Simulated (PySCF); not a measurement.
Molfile (atoms numbered from 1):
```
C6H9ClSi
     RDKit          3D

 17 18  0  0  0  0  0  0  0  0999 V2000
    2.4180    0.6225    1.0183 C   0  0  0  0  0  0  0  0  0  0  0  0
    1.6083    0.5038   -0.0095 C   0  0  0  0  0  0  0  0  0  0  0  0
    1.6047   -0.2372   -1.3268 C   0  0  0  0  0  0  0  0  0  0  0  0
    0.0683    0.8313   -0.9975 Si  0  0  1  0  0  4  0  0  0  0  0  0
   -1.4949   -0.0556   -0.4250 C   0  0  0  0  0  0  0  0  0  0  0  0
   -2.6900   -0.1907   -1.7366 Cl  0  0  0  0  0  0  0  0  0  0  0  0
   -1.4598   -1.1899    0.5538 C   0  0  0  0  0  0  0  0  0  0  0  0
   -2.0595    0.1200    0.9533 C   0  0  0  0  0  0  0  0  0  0  0  0
    3.3645    0.1006    1.0613 H   0  0  0  0  0  0  0  0  0  0  0  0
    2.1817    1.2448    1.8672 H   0  0  0  0  0  0  0  0  0  0  0  0
    2.3509    0.0828   -2.0424 H   0  0  0  0  0  0  0  0  0  0  0  0
    1.5669   -1.3181   -1.2653 H   0  0  0  0  0  0  0  0  0  0  0  0
   -0.1934    2.0637   -1.7161 H   0  0  0  0  0  0  0  0  0  0  0  0
   -2.1247   -2.0248    0.3904 H   0  0  0  0  0  0  0  0  0  0  0  0
   -0.4996   -1.4663    0.9638 H   0  0  0  0  0  0  0  0  0  0  0  0
   -3.1324    0.1747    1.0603 H   0  0  0  0  0  0  0  0  0  0  0  0
   -1.5160    0.7506    1.6409 H   0  0  0  0  0  0  0  0  0  0  0  0
  1  2  2  0
  2  3  1  0
  3  4  1  0
  4  5  1  0
  5  6  1  0
  5  7  1  0
  7  8  1  0
  4  2  1  0
  8  5  1  0
  1  9  1  0
  1 10  1  0
  3 11  1  0
  3 12  1  0
  4 13  1  6
  7 14  1  0
  7 15  1  0
  8 16  1  0
  8 17  1  0
M  END
```

PySCF 2.14.0 with density-fitted response routines calculation with GFN2-xTB structure and shieldings: GIAO PBE0/pcSseg-1; non-relativistic, a single conformation, isolated molecule.

Predict the 2D correlation tables (HSQC, COSY, HMBC).

Results:



HSQC (one-bond C–H):
```
        δH          δC
 6.54 (H9)  133.2 (C1)
6.40 (H10)  133.2 (C1)
1.53 (H12)    9.4 (C3)
1.27 (H11)    9.4 (C3)
1.04 (H16)   19.3 (C8)
0.91 (H17)   19.3 (C8)
0.89 (H14)   14.3 (C7)
0.67 (H15)   14.3 (C7)
```

COSY cross peaks (H two or three bonds apart, from the bond graph; peaks can be absent where the dihedral angle is near 90°):
```
        δH          δH
 6.54 (H9)  6.40 (H10)
4.28 (H13)  1.53 (H12)
4.28 (H13)  1.27 (H11)
1.53 (H12)  1.27 (H11)
1.04 (H16)  0.91 (H17)
1.04 (H16)  0.89 (H14)
1.04 (H16)  0.67 (H15)
0.91 (H17)  0.89 (H14)
0.91 (H17)  0.67 (H15)
0.89 (H14)  0.67 (H15)
```

HMBC (two and three bonds, from the bond graph):
```
        δH                                                                 δC
 6.54 (H9)                                               148.9 (C2), 9.4 (C3)
6.40 (H10)                                               148.9 (C2), 9.4 (C3)
4.28 (H13)  148.9 (C2), 133.2 (C1), 33.1 (C5), 19.3 (C8), 14.3 (C7), 9.4 (C3)
1.53 (H12)                                  148.9 (C2), 133.2 (C1), 33.1 (C5)
1.27 (H11)                                  148.9 (C2), 133.2 (C1), 33.1 (C5)
1.04 (H16)                                               33.1 (C5), 14.3 (C7)
0.91 (H17)                                               33.1 (C5), 14.3 (C7)
0.89 (H14)                                               33.1 (C5), 19.3 (C8)
0.67 (H15)                                               33.1 (C5), 19.3 (C8)
```

δ = σ(ref) − σ, references computed at the same level: TMS for 1H and 13C.

Carbons that carry Cl, above all several Cl atoms, come out too deshielded, partly because spin–orbit coupling is missing. Shifts are as computed. Against solution values, carbons near 30 ppm lie about +3 ppm off and those near 130 ppm about +5 ppm; carbons on Cl a further +6 ppm. Of 1309 compounds with measured shifts, 239 miss one by over three times the rms of a fit or turn the order of signals round; such compounds aren't used in these exercises.
